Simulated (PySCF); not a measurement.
SMILES [SiH3]C[SiH2]S (CH₈SSi₂) at its GFN2-xTB optimised geometry (Å):

```
12

Si     1.8559    -0.5759     0.0000
C     -0.0489    -0.5759     0.0000
Si    -0.8995     1.1185     0.0000
S     -0.4907     2.1684     1.8358
H      2.3534     0.0381     1.2346
H      2.3357     0.1932    -1.1504
H      2.3348    -1.9561    -0.0825
H     -0.3919    -1.1178    -0.8812
H     -0.3972    -1.1477     0.8613
H     -2.3534     1.0220     0.0141
H     -0.4221     1.9561    -1.0975
H      0.8292     2.1003     1.7649
```

Calculation: B3LYP/def2-TZVP in PySCF 2.14.0. Cells within 0.4 Å of a nucleus heavier than hydrogen are left out (blank, or x).

Map of the Laplacian of the electron density (e/bohr⁵), clipped to [-1.50, 1.50] on the plane z = 0.0 Å:

```
|5555555555555555555555555|
|5555555555555555555555555|
|5555555555555555555555555|
|5555555555555555555555555|
|5555555555555555555555555|
|5555555555555555555555555|
|5555555555555555555555555|
|5555555555555555555555555|
|5555554469995555555555555|
|555554039xx95555555555555|
|5555553469x95555555555555|
|5555555555544555555555555|
|5555555555433455797555555|
|55555555555xx3459x9555555|
|55555555555xx345xx9555555|
|5555555555555555897455555|
|5555555555555555543455555|
|5555555555555555540455555|
|5555555555555555554555555|
|5555555555555555555555555|
|5555555555555555555555555|
|5555555555555555555555555|
|5555555555555555555555555|
|5555555555555555555555555|
|5555555555555555555555555|
```
Scale: ten equal steps from -1.50 (start of '0') to 1.50 (end of '9'), in the order '0123456789'; x runs from -4.50 to 4.50, y from -4.50 (bottom) to 4.50 (top).
